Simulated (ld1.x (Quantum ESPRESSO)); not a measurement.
**Before and after: TM semilocal potential for Co**

```json
{
  "Element": "Co (Z = 27)",
  "Generator": "ld1.x (Quantum ESPRESSO) 7.5",
  "Type": "norm-conserving Troullier–Martins (semilocal form)",
  "Functional": "LDA (PZ)",
  "Relativity": "scalar-relativistic",
  "Frozen core": "[Ne]",
  "Valence charge": "17",
  "Reference configuration": "3s2 3p6 3d7 4s2 4p0",
  "Partial waves": "3p (bound): rc 1.35 bohr; 3d (bound): rc 1.50 bohr; 3s (bound): rc 0.85 bohr",
  "Local potential": "the s channel",
  "Core correction": "none"
}
```

Occupied shells without a wave of their own: 4s. They enter only through the test configuration that unscreens the potential.

All-electron outer shells of the reference configuration (LDA (PZ), scalar-relativistic, ld1.x):

| shell | level (eV) | outermost node (bohr) | outermost maximum (bohr) |
| --- | --- | --- | --- |
| 2s | -897.10 | 0.08 | 0.21 |
| 2p | -769.46 | – | 0.17 |
| 3s | -101.87 | 0.31 | 0.67 |
| 3p | -65.51 | 0.28 | 0.68 |
| 3d | -8.46 | – | 0.66 |
| 4s | -5.68 | 0.96 | 2.29 |
| 4p | -1.39 | 1.05 | 3.21 |

Change: wave 3p (bound): rc 1.35 bohr becomes 3p (bound): rc 1.52 bohr.

Cutoffs: the cutoffs (Ry, on a coarse ladder) from which the occupation-weighted sum of valence levels, in a spherical-Bessel basis at the reference potential, stays within 10 and 1 mRy of its value at 400 Ry; they do not see the model core or the augmentation charge, which bear on the density cutoff. Errors are all-electron minus pseudo energies relative to the spin-unpolarised reference configuration.

Problem. Predict the effect on cutoff, ghosts and configuration errors.

Solution. Of the 9 tests that both files solve, the error grows in 2 and shrinks in 0 by more than 15 % and 0.3 meV (median size 110.4 → 110.4 meV); the range in which the p phases agree narrows (upper end at the end of the scan → 1.8); neither file shows a bound ghost. A semilocal file is local in each channel, so a ghost entry of none says nothing of the separable form that plane-wave codes build from it.

```tsv
quantity	base	changed
cutoff, loose	200 Ry	200 Ry
cutoff, tight	over 300 Ry	over 300 Ry
bound ghosts	none	none
largest miss of a reference level, eV	0.08	0.08
error for 3s2 3p6 3d7 4s1 4p0, meV [ΔE 9.30 eV]	-110	-110
error for 3s2 3p6 3d7 4s0 4p0, meV [ΔE 26.38 eV]	-279	-279
error for 3s2 3p6 3d6 4s0 4p0, meV [ΔE 62.57 eV]	-492	-495
error for 3s2 3p6 3d6 4s2 4p0, meV [ΔE 15.46 eV]	-5.0	-7.6
error for 3s1 3p6 3d7 4s2 4p0, meV [ΔE 109.99 eV]	-217	-224
error for 3s2 3p6 3d7 4s1.5 4p0, meV [ΔE 3.72 eV]	-48	-49
error for 3s2 3p6 3d6 4s2 4p1, meV [ΔE 9.77 eV]	+18	-73
error for 3s2 3p6 3d7 4s2 4p0 (spin-polarised), meV [ΔE -1.98 eV]	+160	+158
error for 3s2 3p6 3d7 4s1 4p0 (spin-polarised), meV [ΔE 6.72 eV]	+61	+59
s: phases at 1.65 bohr within 0.05 rad from the reference energy up to (Ry; the scan ends near 5)	0.8	0.8
p: phases at 1.65 bohr within 0.05 rad from the reference energy up to (Ry; the scan ends near 5)	to the end of the scan	1.8
d: phases at 1.65 bohr within 0.05 rad from the reference energy up to (Ry; the scan ends near 5)	2.1	2.1
```

Base: The 4s level has no wave, so the channel is fitted at the deeper level alone: the likely source of the large errors. Changed file: The 4s level has no wave, so the channel is fitted at the deeper level alone: the likely source of the large errors.
